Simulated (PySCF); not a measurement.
Tm(III) with different ligands

Computed with PySCF 2.14.0, PBE0, def2-SVP on the ligands, density fitting, scalar-relativistic core potentials, no spin-orbit coupling, vacuum. The metal has lcecp-1-SVP with ECP58. Each complex is relaxed within the symmetry of a template of the same shape. Distances are means of the shortest metal–ligand contacts, charges and spins Mulliken's. lcecp potentials hold a fixed number of 4f electrons in the core, out of states, spins and gaps.

| complex | point group | M–first ligand (Å) | charge on M (e) | dipole (D) | strongest infrared band, degenerate modes summed (cm⁻¹) | unstable modes (below −25 cm⁻¹) |
| --- | --- | --- | --- | --- | --- | --- |
| TmOF | Cs | 1.807 | 0.90 | 7.58 | 839 | 0 |
| TmOCl | Cs | 1.795 | 0.81 | 7.38 | 856 | 0 |
| TmO(OH) | Cs | 1.815 | 0.79 | 6.19 | 506 | 0 |

Problem. What does the calculation give for TmSF?

Solution. point group: Cs, M–first ligand (Å): 2.305, charge on M (e): 0.79, dipole (D): 7.91, strongest infrared band, degenerate modes summed (cm⁻¹): 589, unstable modes (below −25 cm⁻¹): 0.
```xyz
3

Tm   -0.1752    0.0000   -0.3732
S     1.7986    0.0000    0.8168
F    -1.8130    0.0000    0.7155
```

One start shape was tried for each, so a minimum needn't be the lowest isomer.
